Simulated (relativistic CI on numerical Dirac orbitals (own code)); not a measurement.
**Hyperfine structure of Ru XXXIV, mass number 101**

Method of calculation: Dirac-Coulomb-Breit CI, separate exchange-only KLI orbitals for each configuration, model QED (radiative potential, 1s self-energy scaled to tabulated hydrogen-like ionisation energies), unscaled Slater integrals (own radial code, finite nucleus).

Configurations in the expansion (outside the closed core [Ne]): 3s, 3p, 3d, 4s, 4p, 4d, 4f, 5s, 5p, 5d, 5f, 5g, 6s, 6p, 6d. Levels of other configurations are missing.

Nuclear spin I = 5/2, μ = -0.718 μN, Q = 0.46 b (tables of Stone and Pyykkö). The electronic factors are computed for point nuclear moments, without core polarisation or the Bohr-Weisskopf and QED corrections.

```tsv
Level	E (10³ cm⁻¹)	A (GHz)	B (GHz)
3s 2S_1/2	0.0	-202.8	
3p 2P°_1/2	605.6	-62.63	
3p 2P°_3/2	873.8	-10.51	32.1
3d 2D_3/2	1663.3	-5.294	5.39
3d 2D_5/2	1719.5	-2.215	7.33
4s 2S_1/2	7437.4	-82.25	
4p 2P°_1/2	7686.3	-25.72	
4p 2P°_3/2	7794.6	-4.338	13.3
```

Levels with J = 0, under 50 % of one LS term, or S terms without an open s electron are left out. Small factors come from cancelling terms and can be off by tens of per cent or more.

At this charge energies of transitions that change n are usually good to better than 1 %, and those within a shell (Δn = 0) to a few per cent.

(1) Give the hyperfine levels of 3s 2S_1/2 relative to its centre of gravity.

Results:

(1) With K = F(F + 1) − I(I + 1) − J(J + 1), E = AK/2: F = 2: 354.9, F = 3: -253.5 GHz.
